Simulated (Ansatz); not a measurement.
Species: CH$_{4}$N, SMILES `C=[NH2+]` (charge 1, multiplicity 1).

Task: Give a relaxed geometry from Ansatz (an electronic-structure program) with CAM-B3LYP-D3(BJ)/def2-TZVP.

Result: the end point of this relaxation (outside a Z-matrix the atoms follow the SMILES, hydrogens last).
Z-matrix (Å, degrees):
```
C
N 1 1.2669
H 2 1.0179 1 121.77
H 2 1.0179 3 116.47 1 -180.00
H 1 1.0846 2 119.73 3 -180.00
H 1 1.0846 5 120.53 2 180.00
```
